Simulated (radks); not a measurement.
Values are calculated unless marked as measured or tabulated.
Task: These are the eigenvalues of the occupied orbitals of an atom or ion with whole-number occupations (eV). Level of theory: non-relativistic Kohn-Sham, PBE, spin-unpolarised, spherical densities, point nucleus (a radial shooting solver on a logarithmic mesh with Libxc functionals).

orbital  eigenvalue
1s        -5334.557
2s        -603.8519
2p        -510.7068
3s         -77.9818
3p         -52.7247
3d         -13.9416
4p          -7.4537

Which element is it, and in what charge state? The configuration may be excited.

Result: Z = 23, vanadium, charge +1: V+ in [Ar] 3d3 4p1. The list shows which subshells hold electrons but not how many an open one holds; the 1s level, -196.04 hartree, gives Z - s = 19.8 by -(Z - s)^2/2, which with screening narrows Z to a few neighbours, and the depths of the outer levels then fix element, charge and occupations together.
